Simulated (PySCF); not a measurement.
**Bromine: a sound run and one with changed settings**

Sound run: Br+ [Ar] 3d10 4s2 4p4, Br(2+) [Ar] 3d10 4s2 4p3. All numbers are calculated (PySCF 2.14, scalar relativity by spin-free X2C-1e, in x2c-SVPall (5s4p3d, 32 functions)). In the sound run the correlated levels freeze [Ar] 3d10. The sound run starts from symmetry-adapted Hartree-Fock orbitals and uses a fine grid where one is needed.

Changed run: all electrons correlated in a basis built for the valence shell.

```json
{"species": "Br+", "method": "MP2", "sound run (hartree)": "-2603.63875", "changed run (hartree)": "-2603.78327", "converged": "yes"}
{"species": "Br(2+)", "method": "MP2", "sound run (hartree)": "-2602.87680", "changed run (hartree)": "-2603.01946", "converged": "yes"}
```

Ionisation energy of Br+:

| method | sound run (eV) | changed run (eV) |
| --- | --- | --- |
| UHF | 20.304 | 20.304 |
| MP2 | 20.734 | 20.784 |
| SCS-MP2 | 20.756 | 20.786 |

A valence basis has no tight correlating functions, so it recovers only part of the core correlation, and not evenly between atom and ion.

For comparison, NIST gives 21.591 eV between the lowest levels.
